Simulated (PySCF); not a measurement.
MoON, doublet: data card

These are results of PySCF, UPBE0, basis Mo def2-TZVP with ECP28, O def2-TZVP, N def2-TZVP (scalar-relativistic core potentials, no spin–orbit coupling, density fitting), not measurements.

The structure is a minimum.

```xyz
3
charge 0 multiplicity 2, angstrom
Mo    0.0281    0.0000   -0.2404
O    -1.3159    0.0000    0.7872
N     1.3067    0.0000    0.7831
```

- Point group: Cs
- Bond lengths: Mo–N 1.638 Å, Mo–O 1.692 Å
- Bond angles: N–Mo–O 103.9°
- Principal quadrupole moments (Buckingham, traceless) about the centre of mass: -6.84, 2.96, 3.88 D Å
- Highest occupied level (α): -6.29 eV
- Zero-point energy: 15.0 kJ/mol
- Rotational constants: 0.7066, 0.3243, 0.2223 cm⁻¹
- Lowest empty level (α): -3.39 eV
- Principal polarisabilities: 54.1, 61.9, 72.3 bohr³
- Dipole moment: 5.14 D
- Heat capacity Cp at 298.15 K: 42.0 J/(mol K)
- Atomisation energy without zero-point energy: 961 kJ/mol
- Spin squared ⟨S²⟩: 0.772
- Rotational symmetry number: 1
- Enthalpy at 298.15 K above 0 K: 10.83 kJ/mol
- Entropy at 298.15 K and 1 bar (electronic part: spin only): 275.6 J/(mol K)

Harmonic modes (masses in u: Mo 97.905, O 15.995, N 14.003):
| symmetry | ω (cm⁻¹) | IR (km/mol) | μ (u) | type |
| --- | --- | --- | --- | --- |
| a' | 427 | 1.7 | 16.40 | bend |
| a' | 966 | 208 | 18.29 | stretch |
| a' | 1120 | 75.8 | 15.78 | stretch |

Charges (e):
```json
{"atom": "Mo1", "Mulliken": "1.05", "Löwdin": "0.58", "polar tensor": "1.34", "spin (Mulliken)": "1.17", "Mayer order to Mo1": "–"}
{"atom": "O2", "Mulliken": "-0.55", "Löwdin": "-0.29", "polar tensor": "-0.77", "spin (Mulliken)": "-0.06", "Mayer order to Mo1": "2.02"}
{"atom": "N3", "Mulliken": "-0.50", "Löwdin": "-0.29", "polar tensor": "-0.57", "spin (Mulliken)": "-0.11", "Mayer order to Mo1": "2.79"}
```

Mulliken populations on Mo1 (electrons outside its core potential): s 2.47, p 6.14, d 4.30, f 0.06.

Outer orbital energies (eV). α occupied: -19.69, -11.25, -10.89, -10.32, -9.38, -9.06, -7.43, -6.29; empty: -3.39, -2.93, -1.14, -0.08. β occupied: -25.32, -19.86, -11.17, -10.78, -10.38, -9.28, -8.68, -7.48; empty: -3.14, -2.74, -2.29, -0.82.

Formally Mo is in oxidation state +5, d1, with 1 unpaired electron. The Mulliken spin on Mo is 1.17. The polar-tensor charge on Mo, 1.34, is far below the formal one.

This need not be the most stable arrangement of these atoms. Open d and f shells are described by one determinant, and the ground state may have another occupation or spin.

The final relaxation and frequency run took 54 s on 4 threads of a shared Arm Neoverse N1 host, with 102 basis functions and 15 gradients; the process peaked at 0.99 GiB. Launch command: `OMP_NUM_THREADS=4 python axn.py task.json out`.
